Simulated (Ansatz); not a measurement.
One change: `B[NH][Al]([CH3])[CH3]` becomes `[CH3][Al]([CH3])[CH2]Cl`.

Ansatz, PBE0-D4/def2-TZVP geometries, multiplicity 1. Each molecule was computed in one conformer, which needn't be the lowest.

```csv
property,`B[NH][Al]([CH3])[CH3]`
size of the dipole moment (ωB97M-V/def2-TZVPP) / D,1.83
HOMO energy (B3LYP/def2-TZVPP) / eV,-7.63
HOMO–LUMO gap (PBE/def2-TZVPP) / eV,5.21
HOMO energy (PBE0/def2-TZVPP) / eV,-7.85
size of the dipole moment (PBE/def2-TZVPP) / D,1.93
LUMO energy (PBE/def2-TZVPP) / eV,-1.37
```

(1) Give the same properties after the change, and the shifts. (Estimate.)

Results:

(1) Ansatz gave: 
| property | `[CH3][Al]([CH3])[CH2]Cl` | shift |
| --- | --- | --- |
| size of the dipole moment (ωB97M-V/def2-TZVPP) / D | 1.20 | -0.63 |
| HOMO energy (B3LYP/def2-TZVPP) / eV | -7.41 | 0.22 |
| HOMO–LUMO gap (PBE/def2-TZVPP) / eV | 5.11 | -0.10 |
| HOMO energy (PBE0/def2-TZVPP) / eV | -7.62 | 0.23 |
| size of the dipole moment (PBE/def2-TZVPP) / D | 1.08 | -0.85 |
| LUMO energy (PBE/def2-TZVPP) / eV | -1.22 | 0.15 |

Dipoles are sizes alone; their direction can turn.

B3LYP here is the variant with VWN-RPA as its local correlation; programs differ in this.
